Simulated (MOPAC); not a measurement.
Job for MOPAC: PM6 on CH5AlO (SMILES C[O][AlH2]), a point of a bond scan (R = 3.614 Å).

```
PM6 1SCF PRECISE CHARGE=0 THREADS=1
CH5AlO

Al    -0.48447785 1     0.89780616 1     0.62601054 1
H     -0.41132778 1     1.63358692 1     4.16306966 1
H     -1.22107104 1     1.77313262 1    -0.46313067 1
O      0.33969018 1    -0.49209283 1     0.13373798 1
C      0.56151194 1    -1.13056905 1    -1.10068500 1
H      0.08822596 1    -0.60052820 1    -1.93547360 1
H      1.63509344 1    -1.19352194 1    -1.29911414 1
H      0.16204404 1    -2.14811651 1    -1.07007472 1
```

Program output:

```
*******************************************************************************
 **                                                                           **
 **                              MOPAC v23.2.5                                **
 **                                                                           **
 *******************************************************************************
 ** MOPAC's Digital Object Identifier: https://doi.org/10.5281/zenodo.6511958 **
 **                                                                           **
 ** Please cite the open-source release paper for use of this MOPAC version:  **
 ** J. E. Moussa and J. J. P. Stewart (2026)                                  **
 ** MOPAC: An open-source semiempirical molecular orbital program             **
 ** J. Open Source Softw., 11(119), 8025, https://doi.org/10.21105/joss.08025 **
 *******************************************************************************

                              PM6 CALCULATION RESULTS

 *******************************************************************************
 *  PM6        - The PM6 Hamiltonian to be used
 *
 *
 *
 *                 CHARGE ON SYSTEM = 0
 *
 *
 *
 *  PRECISE    - TIGHTER CRITERIA TO BE USED
 *  1SCF       - DO 1 SCF AND THEN STOP
 *  THREADS=1  - MULTI-THREADING NOT USED
 *  T=         - A TIME OF 172800.0 SECONDS REQUESTED
 *  DUMP=N     - RESTART FILE WRITTEN EVERY 7200.0 SECONDS REQUESTED
 *******************************************************************************
PM6 1SCF PRECISE CHARGE=0 THREADS=1
 CH5AlO

   ATOM   CHEMICAL          X               Y               Z
  NUMBER   SYMBOL      (ANGSTROMS)     (ANGSTROMS)     (ANGSTROMS)

     1      Al         -0.48447785  *   0.89780616  *   0.62601054  *
     2       H         -0.41132778  *   1.63358692  *   4.16306966  *
     3       H         -1.22107104  *   1.77313262  *  -0.46313067  *
     4       O          0.33969018  *  -0.49209283  *   0.13373798  *
     5       C          0.56151194  *  -1.13056905  *  -1.10068500  *
     6       H          0.08822596  *  -0.60052820  *  -1.93547360  *
     7       H          1.63509344  *  -1.19352194  *  -1.29911414  *
     8       H          0.16204404  *  -2.14811651  *  -1.07007472  *



          CARTESIAN COORDINATES

    NO.       ATOM           X           Y           Z

     1        Al         -0.4845      0.8978      0.6260
     2         H         -0.4113      1.6336      4.1631
     3         H         -1.2211      1.7731     -0.4631
     4         O          0.3397     -0.4921      0.1337
     5         C          0.5615     -1.1306     -1.1007
     6         H          0.0882     -0.6005     -1.9355
     7         H          1.6351     -1.1935     -1.2991
     8         H          0.1620     -2.1481     -1.0701

 General Reference for PM6:
 "Optimization of Parameters for Semiempirical Methods V: Modification of NDDO Approximations
 and Application to 70 Elements", J. J. P. Stewart, J. Mol. Mod., 13, 1173-1213 (2007)
 URL: https://link.springer.com/article/10.1007/s00894-007-0233-4

           Empirical Formula: C H5 O Al  =     8 atoms



      MOLECULAR POINT GROUP   :   Cs


      RHF CALCULATION, NO. OF DOUBLY OCCUPIED LEVELS = 9


 -------------------------------------------------------------------------------
 PM6 1SCF PRECISE CHARGE=0 THREADS=1
 CH5AlO



     1SCF WAS SPECIFIED, SO BFGS WAS NOT USED
     SCF FIELD WAS ACHIEVED


                              PM6 CALCULATION
                                                       MOPAC v23.2.5 Linux




          FINAL HEAT OF FORMATION =        134.51278 KCAL/MOL =     562.80146 KJ/MOL


          COSMO AREA              =        121.11 SQUARE ANGSTROMS
          COSMO VOLUME            =        100.81 CUBIC ANGSTROMS

          IONIZATION POTENTIAL    =          6.205850 EV
          HOMO LUMO ENERGIES (EV) =         -6.206 -2.004
          NO. OF FILLED LEVELS    =          9
          MOLECULAR WEIGHT        =         60.0314         POINT GROUP:  Cs

          MOLECULAR DIMENSIONS (Angstroms)

            Atom       Atom       Distance
            H     6    H     2     6.51407
            H     3    H     8     3.68518
            H     3    H     7     1.71838


          SCF CALCULATIONS        =          1





   ATOM   CHEMICAL          X               Y               Z
  NUMBER   SYMBOL      (ANGSTROMS)     (ANGSTROMS)     (ANGSTROMS)

     1      Al         -0.48447785  *   0.89780616  *   0.62601054  *
     2       H         -0.41132778  *   1.63358692  *   4.16306966  *
     3       H         -1.22107104  *   1.77313262  *  -0.46313067  *
     4       O          0.33969018  *  -0.49209283  *   0.13373798  *
     5       C          0.56151194  *  -1.13056905  *  -1.10068500  *
     6       H          0.08822596  *  -0.60052820  *  -1.93547360  *
     7       H          1.63509344  *  -1.19352194  *  -1.29911414  *
     8       H          0.16204404  *  -2.14811651  *  -1.07007472  *

                             CARTESIAN COORDINATES

   1   Al       -0.484477850     0.897806160     0.626010540
   2    H       -0.411327780     1.633586920     4.163069660
   3    H       -1.221071040     1.773132620    -0.463130670
   4    O        0.339690180    -0.492092830     0.133737980
   5    C        0.561511940    -1.130569050    -1.100685000
   6    H        0.088225960    -0.600528200    -1.935473600
   7    H        1.635093440    -1.193521940    -1.299114140
   8    H        0.162044040    -2.148116510    -1.070074720


           Empirical Formula: C H5 O Al  =     8 atoms



      MOLECULAR POINT GROUP   :   Cs


                  EIGENVALUES
 -28.40831 -23.98630 -17.08917 -15.15955 -15.10838 -13.15745 -10.65251 -10.40401
  -6.20585  -2.00405   1.52116   2.59831   5.16095   5.66489   5.72265   6.01796
   6.43989 107.55132 107.60414 108.25923 109.13213 109.29732


              NET ATOMIC CHARGES AND DIPOLE CONTRIBUTIONS

  ATOM NO.   TYPE          CHARGE      No. of ELECS.   s-Pop       p-Pop       d-Pop
    1         Al           0.393232        2.6068     1.23169     1.34430     0.03079
    2          H           0.016673        0.9833     0.98333
    3          H          -0.080208        1.0802     1.08021
    4          O          -0.575970        6.5760     1.79106     4.78491
    5          C          -0.100787        4.1008     1.07899     3.02180
    6          H           0.104080        0.8959     0.89592
    7          H           0.121490        0.8785     0.87851
    8          H           0.121490        0.8785     0.87851
 DIPOLE           X         Y         Z       TOTAL
 POINT-CHG.    -0.596     0.802    -0.493     1.114
 HYBRID         0.099    -0.190    -0.157     0.266
 SUM           -0.498     0.612    -0.650     1.022


          ATOMIC ORBITAL ELECTRON POPULATIONS

     Atom    s        px        py        pz      x^2-y^2     xz        z^2       yz        xy
    1 Al   1.23169   0.28230   0.43569   0.62631   0.00604   0.00436   0.00335   0.00879   0.00825
    2  H   0.98333
    3  H   1.08021
    4  O   1.79106   1.76524   1.59102   1.42864
    5  C   1.07899   1.11295   1.03794   0.87091
    6  H   0.89592
    7  H   0.87851
    8  H   0.87851

 **********************
 *                    *
 * JOB ENDED NORMALLY *
 *                    *
 **********************




 == MOPAC DONE ==
```

The run finished.

Cost: roughly 0.06 core-seconds.
